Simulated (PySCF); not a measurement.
1,2-benzenedithiol, C₆H₆S₂.
Cartesian coordinates in Å at the PBE0-D3(BJ)/def2-SVP level; atoms count from 1:
```
atom  x, y, z in Å
S1     2.5425   -1.1061   -0.2002
C2     0.8610   -0.5802   -0.0683
C3    -0.1796   -1.4602    0.2509
C4    -1.4957   -1.0123    0.3070
C5    -1.7919    0.3249    0.0495
C6    -0.7620    1.2118   -0.2481
C7     0.5648    0.7758   -0.3106
S8     1.8170    1.9396   -0.7747
H9     2.3429   -2.3265    0.3420
H10    0.0430   -2.5129    0.4416
H11   -2.2933   -1.7178    0.5503
H12   -2.8229    0.6822    0.0932
H13   -0.9747    2.2688   -0.4238
H14    2.7406    1.5300    0.1273
```

Level: B3LYP/def2-SVPD in PySCF, non-relativistic, on one gas-phase PBE0-D3(BJ)/def2-SVP geometry that isn't relaxed in the solvent. The solvent is an IEF-PCM continuum (cavity from Bondi-type radii × 1.2). Specific hydrogen bonds and non-electrostatic terms are outside this model.

Gas phase at B3LYP/def2-SVPD: HOMO -6.23 eV, LUMO -0.88 eV, dipole 1.97 D.

**Question.** What does the continuum do to the energy, the frontier levels and the dipole at B3LYP/def2-SVPD in chloroform and water?

**Answer.** 
| solvent | ε | E(solvent) − E(gas) (kJ/mol) | polarisation term (kJ/mol) | distortion of the solute (kJ/mol) | HOMO (eV) | LUMO (eV) | dipole (D) |
| --- | --- | --- | --- | --- | --- | --- | --- |
| chloroform | 4.711 | -14.22 | -15.99 | 1.77 | -6.20 | -0.79 | 2.59 |
| water | 78.36 | -21.10 | -25.21 | 4.11 | -6.22 | -0.79 | 2.92 |

The first energy column is the sum of the next two and covers electrostatics alone. The atom shares or the degeneracy of the LUMO differ from the gas phase in water, so that column needn't follow one orbital. From chloroform to water the lowering changes by a factor 1.48, Onsager's factor (ε − 1)/(2ε + 1) by 1.38 and ε itself by 16.6.

**Question.** Which radius a makes the point-dipole formula ΔE = −[(ε − 1)/(2ε + 1)]·μ²/a³ give the value in water, with the gas-phase dipole?

**Answer.** μ = 0.776 au and |ΔE| = 0.00804 Eh give a = 1.76 Å; the farthest nucleus lies 3.19 Å from the centroid of the nuclei, so such a sphere wouldn't even hold the nuclei. The formula assumes a rigid point dipole at the centre of a sphere.

**Question.** Give the dipole vector in the frame of the coordinates (D, pointing from negative to positive charge), gas and water.

**Answer.** Gas (-1.02, -1.34, 1.03), solvent (-1.37, -2.04, 1.58). Its length changes by +48 % and its direction by 3°.

**Question.** How does the static polarisability (B3LYP/def2-SVPD, frozen core, with the continuum's full static response) change?

**Answer.** 
```csv
medium,isotropic (au),principal values (au),⟨r²⟩ of the electrons (bohr²)
gas,113.8,"70.0, 127.2, 144.2",1334.0
chloroform,149.5,"90.4, 167.7, 190.5",1333.0
water,169.0,"105.7, 188.3, 213.1",1332.5
```

The isotropic value in water is 1.48 times the gas-phase one; no cavity-field correction is applied. ⟨r²⟩ is taken about the centre of nuclear charge.
